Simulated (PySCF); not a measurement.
## Computed spin Hamiltonian

Compound: C₆H₁₂NO (doublet state).
Z-matrix (Å and degrees, GFN2-xTB geometry), rows numbered from 1:
```
C 
C   1  1.4854
C   2  1.4858  1  118.28
C   2  1.4813  1  120.24  3  -173.34
C   4  1.5528  2  112.78  1    77.96
N   5  1.4421  4  111.61  2    63.25
C   6  1.3447  5  122.62  4   107.42
O   7  1.2057  6  125.58  5     5.14
H   1  1.0921  2  110.78  3   -47.08
H   1  1.0973  2  111.72  3    71.31
H   1  1.0876  2  111.24  3  -168.17
H   3  1.0958  2  111.01  1    68.65
H   3  1.0875  2  111.37  1  -171.09
H   3  1.0953  2  111.52  1   -49.31
H   4  1.0936  2  110.42  1   -41.17
H   4  1.0918  2  110.62  1  -161.36
H   5  1.0936  4  109.53  2   -58.04
H   5  1.0916  4  109.85  2  -178.53
H   6  1.0073  5  116.77  4   -63.01
H   7  1.1074  6  111.81  5  -176.14
```

The hyperfine couplings belong to this conformer and change with its torsions.

As a line formula: `C[C](C)CCNC=O` [radical].

Method: UKS B3LYP, pcH-1 on C H N O, non-relativistic, mean-field spin-orbit, GIAO in PySCF. Geometry: GFN2-xTB, one conformer, isolated molecule. The geometry wasn't refined by DFT: couplings that depend on bond lengths, twists or pyramidal angles can differ widely from those at the functional's own minimum. Stability of the SCF solution: not tested.

| Quantity | Value |
| --- | --- |
| g1, g2, g3 | 2.00213, 2.00287, 2.00293 |
| g_iso | 2.00264 |
| Form of g | close to axial: the two nearest values differ by 7 % of g3 − g1 |
| ⟨S²⟩ | 0.7541 (exact 0.7500) |
| α and β electrons | 32, 31 |

Isotropic coupling and dipolar principal values T1 to T3, in mT; ρ(0) is the spin density at the nucleus (MHz turned into mT with g_iso):

| atom | isotope | a_iso | T1 | T2 | T3 | Mulliken spin population | ρ(0) (bohr⁻³) |
| --- | --- | --- | --- | --- | --- | --- | --- |
| C1 | 13C | -1.19 | -0.06 | -0.02 | 0.08 | -0.08 | -0.0297 |
| C2 | 13C | 3.44 | -2.86 | -2.86 | 5.72 | 0.97 | 0.0857 |
| C3 | 13C | -1.23 | -0.07 | -0.01 | 0.08 | -0.08 | -0.0305 |
| C4 | 13C | -1.21 | -0.06 | -0.01 | 0.08 | -0.08 | -0.0301 |
| C5 | 13C | 2.86 | -0.23 | -0.22 | 0.45 | 0.05 | 0.0712 |
| N6 | 14N | -0.02 | -0.01 | 0.00 | 0.01 | 0.00 | -0.0016 |
| C7 | 13C | 0.00 | -0.01 | -0.01 | 0.02 | 0.00 | -0.0001 |
| O8 | 17O | -0.02 | -0.03 | 0.01 | 0.02 | 0.00 | 0.0011 |
| H9 | 1H | 2.50 | -0.16 | -0.16 | 0.31 | 0.03 | 0.0157 |
| H10 | 1H | 4.30 | -0.17 | -0.13 | 0.30 | 0.05 | 0.0269 |
| H11 | 1H | 0.35 | -0.17 | -0.13 | 0.30 | 0.01 | 0.0022 |
| H12 | 1H | 4.15 | -0.17 | -0.15 | 0.32 | 0.05 | 0.0260 |
| H13 | 1H | 0.18 | -0.17 | -0.13 | 0.30 | 0.00 | 0.0011 |
| H14 | 1H | 3.24 | -0.16 | -0.13 | 0.29 | 0.04 | 0.0203 |
| H15 | 1H | 1.85 | -0.17 | -0.15 | 0.32 | 0.02 | 0.0116 |
| H16 | 1H | 0.72 | -0.18 | -0.14 | 0.32 | 0.01 | 0.0045 |
| H17 | 1H | -0.16 | -0.18 | -0.07 | 0.25 | 0.00 | -0.0010 |
| H18 | 1H | 0.29 | -0.13 | -0.06 | 0.20 | 0.01 | 0.0018 |
| H19 | 1H | -0.02 | -0.15 | -0.10 | 0.25 | 0.00 | -0.0001 |
| H20 | 1H | -0.01 | -0.03 | -0.02 | 0.05 | 0.00 | -0.0001 |

The largest Mulliken spin populations are on C2 (+0.97), C3 (-0.08), C4 (-0.08) and C1 (-0.08). C2 is the only atom above +0.15. The positive populations add up to 1.25 and the negative ones to -0.25, together 2S = 1. The angles at C2 add up to 359.7°, so it is planar.

Axes: g2 points within 7° of the C2–C3 bond.

Under fast tumbling the dipolar parts average out, and these isotropic splittings remain: 6 × 1H (H9 (×6), I = 1/2, 7 lines) with 2.45 mT, 2 × 1H (H15/H16, I = 1/2, 3 lines) with 1.28 mT and 2 × 1H (H17/H18, I = 1/2, 3 lines) with 0.06 mT.

Class means assume fast exchange of nuclei equivalent by connectivity; if that motion is slow, each nucleus keeps its own coupling. The six 1H nuclei of mean +68.7 MHz run from 4.9 to 120.5 MHz in the frozen geometry. The 1H value of +36.0 MHz is a mean of couplings from 20.2 to 51.8 MHz in this one geometry, not an average over conformers. The 1H value of +1.7 MHz is a mean of couplings from -4.5 to 8.0 MHz in this one geometry, not an average over conformers.

The 13C coupling of C2 (96.4 MHz) shows only in satellite lines or after enrichment, since that isotope makes up about 1.07 % of natural carbon.
